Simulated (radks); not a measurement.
Results of a calculation; reference values are marked as such.
Valence configurations of Hf (all share [Xe]). Code: a radial shooting solver on a logarithmic mesh with Libxc functionals. Model: Dirac Kohn-Sham, BLYP, spin-unpolarised, spherical densities, point nucleus; open shells fill j = l - 1/2 first. Energies are relative to 4f14 5d2 6s2; eigenvalues in eV.

| valence | E (eV) | e(4f5/2) | e(4f7/2) | e(5d3/2) | e(6p1/2) | e(6s1/2) |
|---|---|---|---|---|---|---|
| 4f14 5d2 6s2 | 0.000 | -17.210 | -15.466 | -2.686 | - | -4.903 |
| 4f14 5d3 6s1 | 2.430 | -15.774 | -14.030 | -1.932 | - | -4.547 |
| 4f14 5d1 6s2 6p1 | 1.825 | -20.498 | -18.753 | -4.872 | -2.334 | -6.207 |
| 4f14 5d2 6s1 6p1 | 3.488 | -18.445 | -16.701 | -3.707 | -2.078 | -5.670 |
| 4f13 5d4 6s1 | 17.723 | -23.083 | -21.258 | -2.668 | - | -4.641 |
| 4f14 6s2 6p2 | 5.156 | -24.190 | -22.442 | - | -3.127 | -7.497 |
| 4f14 5d2 6s1.5 6p0.5 | 1.718 | -17.843 | -16.099 | -3.212 | -1.815 | -5.303 |
| 4f14 5d1 6s1 6p2 | 5.794 | -21.705 | -19.960 | -5.839 | -2.812 | -6.873 |
| 4f13 5d2 6s2 6p1 | 18.947 | -28.458 | -26.631 | -6.170 | -2.426 | -6.518 |
| 4f13 5d3 6s2 | 16.016 | -24.886 | -23.060 | -3.712 | - | -5.123 |

NIST lists [Xe] 4f14 5d2 6s2 as the ground configuration; this level of theory agrees among the configurations tried. The energies are those of spherical spin-averaged densities, not of single terms.
